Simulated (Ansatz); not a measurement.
PbSe2⁻. Total charge -1; doublet. Geometry r2SCAN-D4/def2-TZVPD.

```
atom   x (Å)   y (Å)   z (Å)
 Pb1  -0.333   0.338   0.573
 Se2  -1.539  -1.683  -0.383
 Se3   1.872   1.345  -0.190
```

In the def2 sets Pb takes a core potential; there is no spin–orbit coupling. The structure comes from a short search, and lower isomers may exist.

Task: Estimate the α-spin orbital energies around the gap (eV) in Ansatz with revPBE-D4/def2-TZVPD, r2SCAN-D4/def2-TZVPD, CAM-B3LYP-D4/def2-TZVPD, ωB97X-V/def2-TZVPD, ωB97M-V/def2-TZVPD.

Result: 
| orbital | revPBE-D4/def2-TZVPD | r2SCAN-D4/def2-TZVPD | CAM-B3LYP-D4/def2-TZVPD | ωB97X-V/def2-TZVPD | ωB97M-V/def2-TZVPD |
| --- | --- | --- | --- | --- | --- |
| HOMO−5 | -2.90 | -3.25 | -5.26 | -6.24 | -6.09 |
| HOMO−4 | -1.82 | -2.14 | -4.18 | -5.19 | -5.11 |
| HOMO−3 | -1.74 | -2.03 | -4.03 | -5.01 | -4.93 |
| HOMO−2 | -1.11 | -1.39 | -3.23 | -4.17 | -4.08 |
| HOMO−1 | -1.05 | -1.32 | -3.23 | -4.16 | -4.07 |
| HOMO | -0.72 | -1.03 | -2.79 | -3.63 | -3.52 |
| LUMO | 1.41 | 1.39 | 2.67 | 3.52 | 3.38 |
| LUMO+1 | 2.37 | 2.59 | 3.39 | 3.94 | 3.40 |
| LUMO+2 | 2.67 | 3.24 | 3.54 | 4.06 | 3.52 |
| LUMO+3 | 2.75 | 3.31 | 3.57 | 4.21 | 3.75 |
| LUMO+4 | 3.30 | 3.92 | 4.08 | 4.62 | 4.03 |
| LUMO+5 | 3.31 | 3.94 | 4.14 | 4.73 | 4.32 |
| β HOMO | -0.82 | -1.06 | -2.81 | -3.72 | -3.64 |
| β LUMO | -0.09 | -0.08 | 1.25 | 2.05 | 1.94 |
